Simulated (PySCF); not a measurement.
TeN⁻ from Hartree–Fock to correlated methods

State: ³Σ⁻ (triplet), unpaired electrons π ↑↑. Set-up: Te def2-SVPD with ECP28, N def2-SVPD; scalar-relativistic core potentials (PySCF 2.14). De refers to Te⁻ + N in their high-spin ground configurations, without counterpoise correction. The functionals are run spin-unrestricted. A positive dipole points towards N; it is taken about the centre of mass and depends on that origin.

| Level | Re (Å) | ωe (cm⁻¹) | De (eV) | μ (D) |
| --- | --- | --- | --- | --- |
| ROHF | 2.064 | 573 | n/a | -1.56 |
| ROHF-MP2 | 1.985 | 572 | n/a | n/a |
| ROHF-SCS-MP2 | 2.003 | 556 | n/a | n/a |
| PBE | 1.988 | 631 | 3.29 | -2.69 |
| BP86 | 1.992 | 627 | 3.27 | -2.68 |
| r²SCAN | 1.985 | 632 | 2.72 | -2.58 |
| M06-L | 1.985 | 629 | 2.90 | -2.75 |
| TPSSh | 1.991 | 625 | 2.76 | -2.53 |
| PBE0 | 1.976 | 642 | 2.65 | -2.59 |
| CAM-B3LYP | 1.973 | 645 | 2.56 | -2.71 |

What does a quarter of exact exchange do here, going from PBE to PBE0?

PBE0 less PBE: -1.2 pm in Re, +1.7 % in ωe, -0.64 eV in De. Exact exchange removes part of the self-interaction that spreads semilocal densities, and in most molecules shortens and stiffens the bond and lowers De; so it does here.

What does second-order correlation do here, going from ROHF to ROHF-MP2?

ROHF-MP2 less ROHF: -7.9 pm in Re, -0.2 % in ωe. Correlation nearly always deepens the well. The bond shortens, as in weak, metallic or heavy-atom bonds, where dispersion and the correlation of outer-core electrons pull the atoms together.

Correlated steps freeze 5 core orbitals. These are scalar-relativistic numbers at best; spin–orbit coupling would shift them, the dissociation energy most. For an ion De counts to the pair picked by the measured ionisation energies or electron affinities, which need not be the lowest pair at this level. The highest Kohn–Sham level is positive in this anion. Much of that is self-interaction error, but it also means that the finite basis helps to hold the extra electron. The state is the lowest determinant that a PBE0 search found; another state may lie lower at other levels.
